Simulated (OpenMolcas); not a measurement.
A calculation on Sn2+.

```
Program             : OpenMolcas 26.06
Method              : SS-CASPT2, IPEA 0.25 Eh, imaginary shift 0.1 Eh (closed shells correlated: 4d)
Basis               : ANO-RCC-VTZP [7s6p4d2f1g]
Scalar Hamiltonian  : DKH2, point nucleus
Active space        : 2 electrons in 4 orbitals (5s 5p)
State averaging     : 2S+1 = 3 even, 3 roots; 2S+1 = 1 even, 7 roots; 2S+1 = 3 odd, 3 roots; 2S+1 = 1 odd, 3 roots
Spin-orbit coupling : RASSI with atomic mean-field integrals over the reference wave functions, term energies averaged over their components
```

(1) Which level of the active space comes out lowest?

(2) How high does 5s 5p ¹P°₁ lie?

(3) How high does 5p² ³P₁ lie?

(4) How high does 5p² ¹S₀ lie?

(5) The level at 131110 cm⁻¹ has J = 2. What is it made of, and what is its g factor?

Measured values: Moore, Atomic Energy Levels, vol. III, NSRDS-NBS 35 (1971 reprint of NBS Circular 467, 1958).

## Answers

(1) 5s² ¹S₀, with 100 % of that term; it is also the measured ground level.

(2) 78790 cm⁻¹ above the lowest level; measured 79911 cm⁻¹ above the ground level, so the calculation is off by -1 %.

(3) 129940 cm⁻¹ above the lowest level; measured 130120 cm⁻¹ above the ground level, so the calculation is off by 0 %.

(4) 152060 cm⁻¹ above the lowest level.

(5) 57 % 5p² ³P₂, 43 % 5p² ¹D; g = 1.287, against 1.501 from Landé's formula for the pure leading term.

CASPT2 breaks the degeneracy within a term, and the mean is taken; among the terms shown or strongly mixed into the levels shown the widest spread is 810 cm-1 (5p² ¹D). Over all roots computed the reference weight is 0.88 to 0.94; the roots of lowest weight are the least certain, and an intruder state may touch them. The ¹D term of p² mixes with s d, which this space lacks. Computed and measured levels are paired by configuration, term and J; levels that our copy of the source lacks, or whose pairing is in doubt (as where it misses far off the trend of its configuration), stay unpaired and out of the deviations. Only configurations of the active space appear.

° marks odd parity.
